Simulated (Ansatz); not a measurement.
# Two structures, one formula

Two relaxed structures of SiNH₄Te (charge +1), closed shell (PBE0-D4/def2-TZVP; forces vanish, vibrations not checked).

A:

N1  (-0.459, -0.019, -0.363)
Te2  (-0.769, -0.855, 1.475)
Si3  (0.945, 0.646, 0.316)
H4  (-0.673, -0.545, -1.200)
H5  (0.260, -2.165, 1.314)
H6  (0.862, 2.049, 0.742)
H7  (2.264, 0.021, 0.110)
(Å)

B:

```xyz
7
angstrom
N -0.5888 0.4920 -0.8892
Te -1.7042 -2.0479 1.3464
Si -0.3024 -0.2893 0.5358
H 0.0110 1.2347 -1.2246
H -1.3558 0.2981 -1.5174
H 0.8861 0.1899 1.2594
H -0.6677 -2.1031 2.6435
```

Ansatz 0.2.0; basis: def2-TZVPP; cores frozen in the correlated methods. Filled d shells of the heavier atoms are correlated. Core potentials replace the inner electrons of the atoms past krypton. The def2 sets are not built for correlating such inner shells, so the correlated values are less sure here. B3LYP uses VWN-RPA correlation.

Q: Which structure is lower at CCSD(T), and by how much? (To be estimated.)

A: By the calculation: B, by 1.642 eV (electronic energy, against the other). By their contacts, A is SiNH₄Te ([NH]1[SiH2][TeH]1), total charge +1 and B is SiNH₄Te ([NH2][SiH][TeH]), total charge +1.

All methods give the same order:

| method | E(B) − E(A) (eV) |
| --- | --- |
| PBE-D4 | -1.606 |
| r2SCAN-D4 | -1.661 |
| PBE0-D4 | -1.674 |
| B3LYP-D4 | -1.695 |
| wB97M-V | -1.665 |
| HF | -1.894 |
| MP2 | -1.659 |
| CCSD | -1.688 |
| CCSD(T) | -1.642 |

T1 diagnostic: at most 0.014.

Labels in which every atom is bracketed show which atoms are joined, not bond orders.

For scale, one of the runs: CCSD(T)/def2-TZVPP, 179 basis functions, launched by `ansatz run in.yaml --threads 2 --pin off --events-out ev --progress --plain --max-ram 4352MiB`. Time: 48 s of wall clock on 2 CPU threads of an Arm Neoverse V2; the host was shared. Peak host memory: 1.8 GiB.
